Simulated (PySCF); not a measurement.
W⁺ (tungsten, charge +1) across methods

[Xe] 4f14 5d4 6s1, high-spin 6D determinant. Calculation: PySCF 2.14, in aug-cc-pwCVTZ-PP with ECP60MDF (8s8p7d4f3g, 122 functions); a scalar-relativistic core potential.

```tsv
method	E (hartree)	mean ε 5p β (eV)	mean ε 5d α (eV)	mean ε 6s α (eV)	Σ⟨r²⟩ (bohr²)	⟨S²⟩
r2SCAN	-67.0487	-49.366	-13.178	-13.137	41.05	8.752
wB97M-V	-66.9184	-53.621	-16.395	-15.480	41.34	8.752
CAM-B3LYP	-66.9487	-52.353	-15.334	-14.536	41.26	8.751
PBE0	-67.0017	-50.843	-14.198	-13.562	41.17	8.752
PBEsol	-66.9155	-48.546	-12.784	-12.976	41.35	8.751
LDA	-66.8437	-48.651	-12.842	-13.161	41.55	8.750
UHF	-66.46501	-56.308	-17.766	-15.277	41.40	8.755
PBE	-67.0336	-48.647	-12.807	-12.895	41.36	8.751
```

Energies and moments cover only the electrons outside the core potential. Spin-orbit coupling, absent here, splits the open shell strongly.
